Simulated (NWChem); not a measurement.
CH5AlO2; SMILES C[O][AlH][OH]

```xyz
9

Al    -0.4748     0.6414     0.0002
H     -2.0435     0.7627    -0.0001
O      0.4324     2.0748    -0.0005
H      1.3894     2.1261    -0.0003
O      0.3392    -0.8437     0.0015
C      0.0930    -2.2077    -0.0009
H      0.5514    -2.6907     0.8809
H     -0.9859    -2.4551     0.0107
H      0.5307    -2.6846    -0.8965
```
Atoms are numbered in this order, from 1.

Results from NWChem. Pople sets run with spherical d functions. All runs use the structure optimised with PBE0/def2-SVP.

**Question.** Order these by “highest occupied level (eV)”, lowest first: B3LYP/3-21G; B3LYP/6-311G**; B3LYP/STO-3G.

**Answer.** B3LYP/6-311G** (-7.74), B3LYP/3-21G (-7.11), B3LYP/STO-3G (-3.03)
